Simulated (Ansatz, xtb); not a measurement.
Ranking isomers of C4H4ClNO

4 gas-phase structures of C4H4ClNO, from a drawn sample of its isomers (lower ones may exist). Each was relaxed with GFN2-xTB:

A. `Oc1c[nH]c(Cl)c1`, a singlet
B. `On1ccc(Cl)c1`, a singlet
C. `Oc1c[nH]cc1Cl`, a singlet
D. `On1cccc1Cl`, a singlet

**Question.** Which do you expect lowest at r2SCAN-D4/def2-SVP, and how would the others follow?

**Answer.** Calculated order at r2SCAN-D4/def2-SVP: C (0.000), A (0.073), B (1.688), D (1.733) eV.

Energies above the lowest of each column, in eV; the last columns are at B3LYP/def2-SVP geometries and were run for some of them only (a dash: not run or not comparable):

| structure | GFN2-xTB | HF/STO-3G | r2SCAN-D4/def2-SVP | B3LYP/def2-SVP | CCSD(T)/def2-SVP + ΔMP2/def2-TZVPP |
| --- | --- | --- | --- | --- | --- |
| C | 0.000 | 0.000 | 0.000 | 0.000 | 0.000 |
| A | 0.029 | 0.112 | 0.073 | 0.066 | 0.073 |
| B | 1.319 | 1.054 | 1.688 | – | – |
| D | 1.291 | 1.174 | 1.733 | – | – |

Every level run on C puts it lowest or level with the lowest. Some further structures that were screened fall inside this span and aren't listed. Flexible structures stand in one conformer each, not always the lowest. Frequencies (GFN2-xTB) were run for A, C alone. ΔMP2 is the change of the MP2 energy from the smaller to the larger basis.

Over these structures GFN2-xTB departs from r2SCAN-D4/def2-SVP by 0.192 eV on average once a common shift is removed. A GFN2-xTB relaxation took about 0.21 s and the r2SCAN-D4/def2-SVP energy about 4.4 s on a shared host (Ansatz 0.2.0, xtb 6.7.1).
